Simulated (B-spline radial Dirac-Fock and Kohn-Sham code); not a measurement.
# Scattering functions of Ni²⁰⁺

System: the Ni²⁰⁺ ion in the configuration [He] 2s2 2p4.

These are calculated numbers from an atomic code on a B-spline grid; the model is relativistic Hartree-Fock (Dirac-Fock) wave functions, averaged over the configuration. f₀ is the Fourier transform of the spherical electron density, S the Waller-Hartree incoherent function, and s = sin θ/λ. The electron scattering factor follows from the Mott-Bethe formula f_e = 0.023934 Å⁻¹·(Z − f₀)/s².

```tsv
s (Å⁻¹)	f₀	S	f_e (Å)
0	8.000	0.000	–
0.05	7.994	0.008	191.531
0.1	7.975	0.031	47.927
0.15	7.944	0.070	21.334
0.2	7.902	0.124	12.026
0.25	7.847	0.193	7.718
0.3	7.781	0.276	5.377
0.35	7.704	0.372	3.965
0.4	7.616	0.481	3.049
0.45	7.519	0.601	2.421
0.5	7.412	0.732	1.971
0.6	7.172	1.021	1.385
0.7	6.904	1.341	1.030
0.8	6.612	1.681	0.800
0.9	6.302	2.034	0.641
1	5.981	2.391	0.527
1.1	5.654	2.746	0.442
1.2	5.326	3.092	0.377
1.4	4.687	3.740	0.285
1.6	4.093	4.310	0.224
1.8	3.561	4.792	0.181
2	3.101	5.191	0.149
2.5	2.260	5.891	0.099
3	1.767	6.318	0.070
3.5	1.486	6.613	0.052
4	1.315	6.846	0.040
5	1.091	7.217	0.026
6	0.908	7.489	0.018
```

f₀ starts at the number of electrons, 8, and has fallen to half at s ≈ 1.63 Å⁻¹. The sum of ⟨r²⟩ over the electrons is 0.3370 bohr². For an ion f_e diverges as s goes to zero, because of the net charge.
